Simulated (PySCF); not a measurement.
## Working out the electron affinity of Ir

Ir- [Xe] 4f14 5d8 6s2 (3F) → Ir [Xe] 4f14 5d7 6s2 (4F). Computed with PySCF 2.14 in aug-cc-pVDZ-PP with ECP60MDF (5s5p4d2f, 54 functions), with a scalar-relativistic core potential. Frozen: 5s2 5p6. Energies in hartree (1 hartree = 27.21139 eV):

| part | Ir- (lower) | Ir (upper) |
| --- | --- | --- |
| UHF | -103.622883 | -103.622435 |
| MP2 opposite-spin | -0.169492 | -0.131413 |
| MP2 same-spin | -0.086523 | -0.073433 |

Problem. What does Hartree-Fock give?

Solution. (-103.622435) − (-103.622883) = 0.000448 hartree = 0.012 eV.

Problem. What do MP2 and SCS-MP2 (6/5 opposite-spin, 1/3 same-spin) give?

Solution. The opposite-spin parts differ by 1.036 eV and the same-spin parts by 0.356 eV. MP2: 0.012 + (1.036) + (0.356) = 1.404 eV. SCS-MP2: 0.012 + 1.2 × (1.036) + (0.356)/3 = 1.374 eV.

Reference: 1.564 eV (measured; photodetachment measurements, as compiled on the Wikipedia data page of electron affinities), between the lowest levels; spin-orbit coupling is absent from the calculation.

A double-zeta basis recovers only part of the correlation energy.

What remains against the reference includes basis incompleteness, the frozen core and correlation beyond second order.
